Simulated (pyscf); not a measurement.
## HO–Al(F)–F, singlet

Gas-phase minimum from PySCF at ωB97X-D3(BJ)/def2-SVP, one conformer. 

```
Al
F 1 1.6513
F 1 1.6551 2 118.11
O 1 1.6814 2 119.40 3 -179.91
H 4 0.9587 1 126.94 2 179.88
```
Charge 0, spin multiplicity 1.

Properties at ωB97X-D3(BJ)/def2-SVP:

* **Harmonic wavenumbers, unscaled**: 233, 253, 296, 346, 539, 711, 971, 1000, 3998 cm⁻¹
* **Zero-point energy**: 11.9 kcal/mol
* **Rotational symmetry number**: 1
* **Entropy of this conformer at 298 K and 1 atm, rigid rotor and harmonic oscillator, modes under 100 cm⁻¹ raised to 100**: 299.7 J/(mol K)
* **Dipole moment**: 2.16 D

Single-point totals, which compare only within one level (frozen core for MP2 and CC):

```json
[
 {"level": "ωB97X-D3(BJ)/def2-TZVP", "total energy (hartree)": "-518.32798"},
 {"level": "PBE/def2-TZVP", "total energy (hartree)": "-517.88223"},
 {"level": "r²SCAN/def2-TZVP", "total energy (hartree)": "-518.14770"},
 {"level": "B3LYP-D3(BJ)/def2-TZVP", "total energy (hartree)": "-518.31789"},
 {"level": "PBE0-D3(BJ)/def2-TZVP", "total energy (hartree)": "-517.90335"},
 {"level": "M06-2X/def2-TZVP", "total energy (hartree)": "-518.17892"},
 {"level": "ωB97M-D3(BJ)/def2-TZVP", "total energy (hartree)": "-518.38106"},
 {"level": "HF/def2-TZVPP", "total energy (hartree)": "-516.59709"},
 {"level": "MP2/def2-TZVPP", "total energy (hartree)": "-517.41498"},
 {"level": "CCSD/def2-TZVPP", "total energy (hartree)": "-517.41564"},
 {"level": "CCSD(T)/def2-TZVPP", "total energy (hartree)": "-517.43966"}
]
```

The CCSD(T) − MP2 part came from Ansatz, without density fitting, on the same reference.
